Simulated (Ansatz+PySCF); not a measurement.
Results of a calculation; reference values are marked as such.
**Several solutions for quartet RhO**

```json
{"atom": "Rh", "x (Å)": "0.0000", "y (Å)": "0.0000", "z (Å)": "0.0000"}
{"atom": "O", "x (Å)": "0.0000", "y (Å)": "0.0000", "z (Å)": "1.7160"}
```

Basis set: def2-SVP (spherical functions, with the set's core potentials past Kr). Charge 0, multiplicity 4.

ROHF was run from several starts with Ansatz (development build ahead of 0.2.0) and PySCF 2.14.0.

| run | program | start | converged | energy (hartree) | <S²> |
| --- | --- | --- | --- | --- | --- |
| A | Ansatz | stability test followed | yes | -184.41271 | 3.75 |
| B | Ansatz | search for the lowest state | yes | -184.41271 | 3.75 |
| C | PySCF | program defaults | no | – | – |
| D | Ansatz | atomic start, no search | yes | -184.38975 | 3.75 |

(1) Which runs reached the lowest solution of this kind, and what is wrong with the others?

## Answers

(1) A, B reached the lowest solution found. Converged but too high: D by 0.62 eV. Convergence only shows a stationary point, and even a stable one can lie too high; stability tests and further starts are what find lower ones. Not converged: C. Caution: other spin multiplicities were not run.
